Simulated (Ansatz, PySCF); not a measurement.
This singlet lies 2.19 eV below the relaxed triplet at the level frozen-core CCSD(T)/cc-pVTZ // PBE0-D3(BJ)/def2-TZVP (Ansatz, a program for electronic structure).

**CClNSi, SMILES `[C-]#[N+][Si]Cl` (lower singlet) (charge 0, multiplicity 1)**

The numbers are results of PBE0-D3(BJ)/def2-TZVP (PySCF), not measurements.

| Property | Value |
|---|---|
| HOMO | -8.12 eV |
| dipole moment | 0.450 e·Å |
| HOMO–LUMO gap | 4.75 eV |
| LUMO | -3.37 eV |
| total energy | -842.2203 Ha |
| cost | very roughly 23 core-seconds |

```xyz
4

C     -1.9143    -0.3765    -0.0752
N     -0.8017     0.0055    -0.0158
Si     0.6725     0.9568     0.1061
Cl     2.0434    -0.5859    -0.0152
```
Charge 0, spin multiplicity 1.
